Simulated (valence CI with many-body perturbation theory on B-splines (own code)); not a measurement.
# Lu37+: one-electron terms

Method: configuration interaction combined with many-body perturbation theory (CI+MBPT): six valence electrons over a frozen Dirac-Fock core [Ar] 3d10, radial functions for each j: 9 s, 9 p, 8 d, 6 f, 3 g, 1 h, with the one-electron correlation potential Σ1, the two-electron term Σ2, the three-electron term Σ3, Breit, model QED; selected CI, second order for the rest, scaled by the run's own slope (own B-spline code, finite nucleus).

The last digits are not significant, and no measured levels were compared; by estimate large intervals hold to a few tenths of a per cent, small ones and those within an open d or f shell to about a per cent. Among the levels kept, up to 630 cm⁻¹ of a level comes from second order outside the variational space, and about a tenth of that is noise between levels of different J, which matters for small intervals.

These are the spectroscopic orbitals of the CI (the correlating ones are not listed), shaped by the core and the other valence electrons. h is the expectation value of the core's Dirac-Fock operator, without the valence repulsion; Σ1 is computed up to l = 3 at one energy for each symmetry, that of its lowest orbital but kept below the first core excitation, so for empty shells it is not the orbital's own correlation shift; Breit and QED include the response of the core.

| Orbital | h (hartree) | Σ1 (cm⁻¹) | Breit (cm⁻¹) | QED (cm⁻¹) | ⟨r⟩ (bohr) |
| --- | --- | --- | --- | --- | --- |
| 4s1/2 | -78.136 | -13877 | 11321 | 8542 | 0.4277 |
| 5s1/2 | -46.628 | -4921 | 4945 | 3807 | 0.7265 |
| 6s1/2 | -30.982 | -2361 | 2547 | 1998 | 1.107 |
| 7s1/2 | -22.083 | -1338 | 1503 | 1184 | 1.565 |
| 4p1/2 | -74.793 | -14625 | 17627 | 236 | 0.4259 |
| 5p1/2 | -44.996 | -5256 | 7803 | 112 | 0.7333 |
| 6p1/2 | -30.077 | -2565 | 4099 | 61.1 | 1.121 |
| 7p1/2 | -21.53 | -1468 | 2442 | 37.0 | 1.586 |
| 4p3/2 | -71.774 | -12713 | 10456 | 1000 | 0.4456 |
| 5p3/2 | -43.583 | -4783 | 4678 | 456 | 0.7587 |
| 6p3/2 | -29.303 | -2381 | 2684 | 246 | 1.152 |
| 7p3/2 | -21.061 | -1378 | 1608 | 148 | 1.623 |
| 4d3/2 | -66.555 | -14333 | 7742 | -422 | 0.4351 |
| 5d3/2 | -41.074 | -5292 | 3513 | -182 | 0.7639 |
| 6d3/2 | -27.919 | -2669 | 1916 | -97.3 | 1.169 |
| 4d5/2 | -65.904 | -13606 | 4823 | -86.1 | 0.4406 |
| 5d5/2 | -40.762 | -5040 | 2118 | -29.5 | 0.7705 |
| 6d5/2 | -27.744 | -2544 | 1158 | -13.6 | 1.177 |
| 4f5/2 | -60.343 | -13790 | 2958 | -253 | 0.4059 |
| 5f5/2 | -38.271 | -4381 | 1275 | -118 | 0.7534 |
| 4f7/2 | -60.18 | -13269 | 1138 | -135 | 0.4079 |
| 5f7/2 | -38.179 | -4219 | 503 | -60.1 | 0.7558 |
| 5g7/2 | -36.892 |  | 98.1 | -23.4 | 0.6961 |
| 5g9/2 | -36.856 |  | -13.5 | 0.9 | 0.6972 |

Among the shells of the start configuration 4s2 4p4, Σ1 is largest in size for 4p1/2, where it is 0.089 % of h.

Lowest root of each symmetry, sizes in configuration state functions:

| J | Parity | Roots | Reference | Variational | Second order | Change by selected CI (cm⁻¹) | Change by second order (cm⁻¹) |
| --- | --- | --- | --- | --- | --- | --- | --- |
| 0 | even | 3 | 20 | 31112 | 734958 | -21656 | -24 |
| 1 | even | 2 | 37 | 57668 | 2089744 | -19765 | -68 |
| 2 | even | 3 | 56 | 57870 | 3081339 | -20062 | -61 |
| 0 | odd | 5 | 24 | 43931 | 927718 | -34769 | -39 |
| 1 | odd | 10 | 62 | 59999 | 2761631 | -35458 | -250 |
| 2 | odd | 10 | 77 | 56350 | 4231288 | -34757 | -528 |
| 3 | odd | 8 | 71 | 55199 | 5056981 | -36708 | -503 |
| 4 | odd | 5 | 50 | 53200 | 4856223 | -37305 | -337 |
| 5 | odd | 1 | 27 | 44593 | 2570752 | -36803 | -144 |
